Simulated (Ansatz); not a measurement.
Molecule: AuF (charge 0, singlet). SMILES: [F][Au]
Structure (B3LYP-D3(BJ)/def2-TZVP (Ansatz, an electronic-structure program) minimum search):
```
F
Au 1 1.9562
```
Charge 0, spin multiplicity 1.

Property: atomisation energy (electronic, to ground-state atoms), in kJ/mol. Cores are frozen in the correlated levels unless marked. UHF or UKS for open shells. Spin-orbit coupling is left out. The frozen core is the preceding noble-gas configuration, with the filled d and f shells of earlier blocks. In def2 rows, elements after Kr have scalar-relativistic effective core potentials. The coupled-cluster limit lacks core correlation, which all-electron functionals hold. CBS(X,Y): correlation extrapolated as X^-3; Hartree-Fock from the larger set.

| level | program | atomisation energy (kJ/mol) |
|---|---|---|
| revPBE-D3(BJ)/def2-TZVPD | Ansatz + dftd3 | 290.2 |

### Question
Predict the CCSD(T)/CBS(def2-TZVPPD,def2-QZVPPD) result (Ansatz).

### Answer
284.2 kJ/mol
